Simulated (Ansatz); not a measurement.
AlH6NOSi (`[OH][AlH][NH][SiH3]`), relaxed with RKS PBE-D4/def2-SVP in the Gaussian-basis code of Ansatz from a rough embedded geometry. The force threshold is 0.03 eV/Å; the program also tests the step.

Total charge 0; spin multiplicity 1.

Start:

```xyz
10

O     2.707    0.243    0.865
Al    1.006    0.761    0.605
N    -0.348   -0.535    0.820
Si   -1.330   -0.630   -0.648
H     3.067   -0.035   -0.028
H     0.637    2.271    0.191
H    -1.058   -0.160    1.571
H    -0.407   -1.067   -1.747
H    -1.871    0.728   -1.053
H    -2.404   -1.577   -0.579
```

```csv
step,energy (eV),largest force (eV/Å),largest move (Å)
1,-18091.6900,1.678,0.000
2,-18091.9379,1.116,0.136
3,-18092.0933,0.382,0.195
4,-18092.1551,0.305,0.110
5,-18092.2459,0.211,0.200
6,-18092.2729,2.103,0.197
7,-18092.3837,1.095,0.200
8,-18092.4450,0.470,0.199
9,-18092.5101,0.335,0.175
10,-18092.5570,0.188,0.200
11,-18092.5937,0.133,0.200
12,-18092.6171,0.068,0.200
13,-18092.6249,0.155,0.200
14,-18092.6294,0.024,0.049
15,-18092.6298,0.032,0.031
16,-18092.6300,0.039,0.061
17,-18092.6305,0.026,0.016
```

End:

```xyz
10

O     2.258    0.056   -0.248
Al    1.079    0.794    0.762
N    -0.635    0.343    0.471
Si   -1.352   -0.762   -0.689
H     3.208    0.229   -0.168
H     1.434    1.828    1.919
H    -1.315    0.799    1.092
H    -0.249   -1.277   -1.570
H    -2.392   -0.076   -1.545
H    -2.035   -1.935   -0.024
```

It took 26 s on 2 threads of an Intel Xeon on a shared host, with 0.17 GiB of host memory at the peak.
